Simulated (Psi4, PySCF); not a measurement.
Intermolecular potential of BBr3 ··· HCl (SMILES BrB(Br)Br and Cl). Monomers: optimised at B3LYP-D3(BJ) (def2-TZVP), held rigid. Orientation: lowest of the rigid-body minima from ten starts at GFN2-xTB. The monomers approach along the line of their centres of mass (distance R); nothing else relaxes. The table gives interaction energies.

```csv
R / Å,A,B,C
2.83,43.67,34.72,24.34
3.02,23.83,18.48,11.82
3.26,9.84,7.35,3.42
3.43,4.55,3.33,0.49
3.63,1.15,0.90,-1.17
3.96,-0.99,-0.41,-1.81
4.28,-1.36,-0.52,-1.54
4.74,-1.08,-0.31,-0.95
5.43,-0.53,-0.14,-0.38
6.49,-0.19,-0.08,-0.08
7.79,-0.07,-0.03,-0.02
```

Energies in kJ/mol.

**Question.** Which curve belongs to which method? The methods are PBE0/def2-TZVP, counterpoise-corrected (Psi4 1.11); restricted Hartree-Fock/6-31G*, spherical d, no counterpoise correction run with PySCF 2.14.0; restricted B3LYP/6-31G*, spherical d, no counterpoise correction (PySCF).

**Answer.** A is RHF/6-31G*; B is RKS-B3LYP/6-31G*; C is PBE0/def2-TZVP.
